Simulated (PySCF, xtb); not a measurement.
Mo(O)(NH)(Cl)2 (Cl2HMoNO), SMILES [NH]=[Mo](=[O])([Cl])[Cl], multiplicity 1.

GFN2-xTB (xtb) at its own geometry gives an orbital gap of 2.76 eV and a dipole moment of 2.95 D.

The structure is a stationary point at PBE-D3(BJ)/def2-SVP. The spin state was assumed, not searched. The structure was generated by enumeration; whether it is a known compound was not checked. The def2 effective core potentials stand for the cores of Mo; spin–orbit coupling is left out.

Question: What does r2SCAN/def2-TZVP run with PySCF give? (Estimate from the structure and the level; the computed values follow.)

Answer: gap 3.79 eV (levels -7.91 and -4.12 eV), dipole 1.80 D.
